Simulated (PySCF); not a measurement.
# [ReO2]+: from structure and modes to constants

Level of theory: UPBE0/[Re def2-TZVP with ECP60, O def2-TZVP], scalar-relativistic core potentials, density fitting, no spin–orbit coupling, PySCF.

The triplet minimum has C2v symmetry. Masses (u): Re 186.95575, O 15.99492.

```xyz
3
charge 1 multiplicity 3, angstrom
Re    0.0000    0.0000   -0.1360
O     1.3740    0.0000    0.7934
O    -1.3740    0.0000    0.7934
```

Harmonic wavenumbers (cm⁻¹): 357.6 (a1, ×1), 1042.7 (b2, ×1), 1121.4 (a1, ×1).

Problem. Find the principal moments of inertia and the rotational constants. What kind of rotor is it?

Solution. About the centre of mass I = 23.595, 60.395, 83.99 u Å². With B = 16.8576/I this gives 0.7145, 0.2791, 0.2007 cm⁻¹. The molecule is an asymmetric top with κ = -0.69.

Problem. What is the harmonic zero-point energy?

Solution. Half the sum of all 3 wavenumbers, 2522/2 = 1261 cm⁻¹, which is 15.1 kJ/mol (1 cm⁻¹ = 0.0119627 kJ/mol).

Problem. Find the vibrational entropy and heat capacity at 298.15 K.

Solution. With u = 1.43878 ω/T, each mode gives S = R[u/(eᵘ−1) − ln(1−e⁻ᵘ)] and C = R u² eᵘ/(eᵘ−1)².
```csv
ω (cm⁻¹),u,S (J/(mol K)),C (J/(mol K))
357.6,1.725,4.74,6.53
1042.7,5.032,0.33,1.39
1121.4,5.411,0.24,1.10
```
The sums over all modes are S = 5.3 and C = 9.0 J/(mol K); the softest mode gives 89 % of the entropy.

Other isomers or separated fragments may lie lower. Open d and f shells are described by one determinant, and the ground state may have another occupation or spin. With an element this heavy the missing spin–orbit coupling can shift these numbers.
